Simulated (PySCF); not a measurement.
Members of one series of related molecules.

All values: B3LYP/def2-SVPD (PySCF) at PBE0-D3(BJ)/def2-SVP geometries, gas phase, one conformer each. Core orbitals are frozen in the response; Δα² is half the sum of the squared differences of the principal polarisabilities. The calculation is non-relativistic, for germanium too.

**Question.** Rank by HOMO–LUMO gap, highest first.
A. `FC(F)C1=CBC=CC=C1`
B. `C=C(C)C1=CBC=CC=C1`
C. `BC1=CBC=CC=C1`
D. `CCOC1=CBC=CC=C1`

**Answer.** A (4.78 eV), B (4.65 eV), D (4.52 eV), C (4.16 eV).

**Question.** Rank by vertical ionisation energy (ΔSCF), lowest first.
A. `C#CC1=CBC=CC=C1`
B. `C1=CBC=C(B)C=C1`
C. `C=C(C)C1=CBC=CC=C1`
D. `FC(F)C1=CBC=CC=C1`

**Answer.** C (8.59 eV), A (8.89 eV), B (9.05 eV), D (9.25 eV).

**Question.** Rank by dipole moment, highest first.
A. `[CH3:1][CH2:2][O:3][C:4]1=[CH:5][BH:6][CH:7]=[CH:8][CH:9]=[CH:10]1` with C1–C2–O3–C4 -179°, C2–O3–C4–C5 179°
B. `[F:1][CH:2]([F:3])[C:4]1=[CH:5][BH:6][CH:7]=[CH:8][CH:9]=[CH:10]1` with F1–C2–C4–C5 -129°
C. `[CH2:1]=[C:2]([CH3:3])[C:4]1=[CH:5][BH:6][CH:7]=[CH:8][CH:9]=[CH:10]1` with C1–C2–C4–C5 -146°

**Answer.** A (3.92 D), C (2.13 D), B (1.43 D).

All values together:

| SMILES | formula | μ (D) | HOMO (eV) | LUMO (eV) | α (Å³) | Δα (Å³) | electrons | α per electron (Å³) | ΔSCF removal energy (eV) |
| --- | --- | --- | --- | --- | --- | --- | --- | --- | --- |
| C#CC1=CBC=CC=C1 | C8H7B | 2.11 | -7.07 | -2.46 | 17.34 | 14.12 | 60 | 0.289 | 8.89 |
| FC(F)C1=CBC=CC=C1 | C7H7BF2 | 1.43 | -7.30 | -2.52 | 15.18 | 9.08 | 72 | 0.211 | 9.25 |
| CCOC1=CBC=CC=C1 | C8H11BO | 3.92 | -6.64 | -2.12 | 18.25 | 12.07 | 72 | 0.253 | 8.48 |
| BC1=CBC=CC=C1 | C6H8B2 | 2.04 | -7.12 | -2.96 | 15.67 | 10.68 | 54 | 0.290 | 9.05 |
| [GeH3][O]C1=CBC=CC=C1 | C6H9BGeO | 2.06 | -6.83 | -2.03 | 18.67 | 11.59 | 90 | 0.207 | 8.68 |
| C=C(C)C1=CBC=CC=C1 | C9H11B | 2.13 | -6.84 | -2.19 | 19.31 | 12.72 | 70 | 0.276 | 8.59 |

Conformers: `[F:1][CH:2]([F:3])[C:4]1=[CH:5][BH:6][CH:7]=[CH:8][CH:9]=[CH:10]1` with F1–C2–C4–C5 -129°; `[CH3:1][CH2:2][O:3][C:4]1=[CH:5][BH:6][CH:7]=[CH:8][CH:9]=[CH:10]1` with C1–C2–O3–C4 -179°, C2–O3–C4–C5 179°; `[GeH3:1][O:2][C:3]1=[CH:4][BH:5][CH:6]=[CH:7][CH:8]=[CH:9]1` with Ge1–O2–C3–C4 0°; `[CH2:1]=[C:2]([CH3:3])[C:4]1=[CH:5][BH:6][CH:7]=[CH:8][CH:9]=[CH:10]1` with C1–C2–C4–C5 -146°.

**Question.** By how much does the ΔSCF value exceed −ε(HOMO) over the species that have both?

**Answer.** By 1.75 to 1.95 eV, 1.85 eV on average, over 6 species.
